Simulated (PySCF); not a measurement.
Compound: C₇H₁₁O₂ (charge -1).
Cartesian coordinates in Å at the GFN2-xTB level; atoms count from 1:
```
atom  x, y, z in Å
C1    -2.4149    0.0530   -1.0299
C2    -2.0200   -0.5804    0.2985
C3    -1.1170    0.3481    1.1110
C4     0.2284    0.5792    0.3816
O5     0.3805    1.6714   -0.2014
C6     1.1107   -0.5003    0.4678
C7     2.3899   -0.6551   -0.0993
C8     2.9125    0.4486   -1.0139
O9     3.1030   -1.6582    0.0979
H10   -3.0377    0.9309   -0.8633
H11   -2.9655   -0.6517   -1.6535
H12   -1.5208    0.3705   -1.5596
H13   -1.4816   -1.5117    0.1076
H14   -2.9231   -0.8245    0.8728
H15   -0.9335   -0.0887    2.0963
H16   -1.6122    1.3144    1.2429
H17    0.7849   -1.3397    1.0746
H18    2.3889    1.3786   -0.8206
H19    3.9864    0.5694   -0.8721
H20    2.7359    0.1569   -2.0502
```

The geometry is computed with GFN2-xTB (gas phase).

Take the most abundant isotopes and a rigid rotor. The values belong to one conformer with, in the numbering `[CH3:1][CH2:2][CH2:3][C:4](=[O:5])/[CH:6]=[C:7](\[CH3:8])[O-:9]`, C1–C2–C3–C4 -64°, C2–C3–C4–O5 103°, C3–C4–C6–C7 178°.

What are A, B and C (MHz)?

Ia = 173.10, Ib = 578.14, Ic = 634.86 u·Å²; 505379 MHz·u·Å²/I gives A = 2920, B = 874.1, C = 796.0 MHz.

Classify the top.

A near-prolate asymmetric top. Ray's parameter κ = (2B − A − C)/(A − C) = -0.926; −1 is the prolate and +1 the oblate limit.

What does the inertial defect say?

Not planar: Δ = Ic − Ia − Ib = -116.38 u·Å². For a rigid frame Δ = −2 Σ m c², so Σ m c² = 58.19 u·Å² lies off the ab plane: 16.31 from hydrogen and 41.88 from heavier atoms. The atom farthest from that plane is 2.08 Å away.

Where do the levels up to J = 2 lie, in MHz?

Above 0(0,0):
J = 1: 1(0,1) 1670, 1(1,1) 3716, 1(1,0) 3794
J = 2: 2(0,2) 5008, 2(1,2) 6978, 2(1,1) 7212, 2(2,1) 13348, 2(2,0) 13351
Those of J = 1 are B + C, A + C and A + B.

Not checked by GFN2-xTB frequencies. These are rigid-rotor constants of the computed structure; measured ground-state constants (B0) also hold zero-point vibration.
